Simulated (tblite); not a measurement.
Compound: C2H11NSi4.
Cartesian coordinates in Å at the GFN2-xTB level; atoms count from 1:
```xyz
18
C2H11NSi4 angstrom
C      3.0338   -0.0858    1.7893
N      1.8487   -0.1195    1.3938
Si     1.0740   -0.0254   -0.1341
C     -0.1268   -1.5149   -0.1133
Si    -1.8072   -1.2344   -0.9788
Si    -2.3206    0.9992   -0.5967
Si    -0.2355    1.8932   -0.0615
H      3.9083   -0.0400    1.1345
H      3.2404   -0.1044    2.8566
H      1.9421   -0.1528   -1.3226
H     -0.3187   -1.7649    0.9307
H      0.3622   -2.3892   -0.5407
H     -2.7542   -2.2384   -0.4717
H     -1.6316   -1.5513   -2.4055
H     -3.3312    1.1760    0.4563
H     -2.9451    1.6371   -1.7650
H      0.2320    2.8960   -1.0329
H     -0.1795    2.6257    1.2098
```

All values are computed: GFN2-xTB (tblite) harmonic vibrations without scaling, gas phase. Errors from tens to a few hundred cm⁻¹ against measured bands are possible. Modes of hydrogen on silicon can be 10 to 20 % off. One conformer, not necessarily the lowest.

Harmonic wavenumbers (cm⁻¹): 32.0, 69.3, 76.1, 137.6, 177.8, 190.7, 226.9, 276.7, 310.7, 339.1, 400.5, 410.0, 423.3, 453.8, 466.9, 489.3, 511.9, 519.1, 549.5, 598.1, 608.1, 628.4, 648.2, 677.9, 729.0, 774.9, 797.1, 810.1, 827.8, 850.0, 973.9, 1015.0, 1126.6, 1140.1, 1453.1, 1463.1, 1719.2, 2105.9, 2148.1, 2158.7, 2169.7, 2179.7, 2185.2, 2192.5, 2874.7, 2969.4, 2970.3, 2985.5.

A = 1898, B = 824.6, C = 622.3 MHz; mass 160.997 u (most abundant isotopes); point group C1, symmetry number 1.

**Question.** What is the zero-point energy?

**Answer.** ½Σν̃ = 24921 cm⁻¹ = 71.25 kcal/mol.

**Question.** Give the ideal-gas entropy at 273.15 K and 1 bar in the rigid-rotor, harmonic-oscillator model (classical rotation).

**Answer.** Translation 40.73, rotation 29.92, vibration 34.26: S = 104.9 cal/(mol K).

**Question.** And Cp and H(273.15 K) − H(0)?

**Answer.** Cp = 45.62 cal/(mol K), of which vibrations give 37.67 (their classical limit is 48 R = 95.4); H(273.15 K) − H(0) = 7.23 kcal/mol without the zero-point energy, 5.06 from vibrations.

**Question.** Blend soft modes into free rotors: weight 1/[1 + (100 cm⁻¹/ν̃)⁴] for the oscillator and the rest for a rotor with moment μB/(μ + B), μ = h/(8π²ν), B = 10⁻⁴⁴ kg m². What vibrational entropy results?

**Answer.** 31.35 cal/(mol K) in place of 34.26, which changes −T·S at 273.15 K by +0.79 kcal/mol.

**Question.** How do the functions run with temperature in this model?

**Answer.** 
| T (K) | S (cal/(mol K)) | Cp (cal/(mol K)) | H − H(0) (kcal/mol) | G − H(0) (kcal/mol) | ln q(vib) |
| --- | --- | --- | --- | --- | --- |
| 100 | 73.1 | 20.8 | 1.40 | -5.92 | 2.25 |
| 200 | 92.2 | 36.0 | 4.23 | -14.21 | 5.44 |
| 300 | 109.3 | 48.6 | 8.50 | -24.30 | 8.83 |
| 500 | 138.3 | 64.5 | 19.96 | -49.17 | 15.52 |
| 800 | 171.8 | 78.2 | 41.56 | -95.92 | 24.48 |
| 1000 | 190.0 | 84.1 | 57.82 | -132.14 | 29.75 |

q(vib) and H(0) count from the zero-point level.

**Question.** What must be added to the electronic energy to get the Gibbs energy at 273.15 K and 1 bar?

**Answer.** ZPE + [H(273.15 K) − H(0)] − T·S = 71.25 + 7.23 − 28.66 = 49.82 kcal/mol.

Hindered rotation and anharmonicity are outside this model. Other conformers, if any are populated, would add a mixing term that is left out. The structure is chiral; the term R ln 2 for an equal mix with its mirror image is left out.
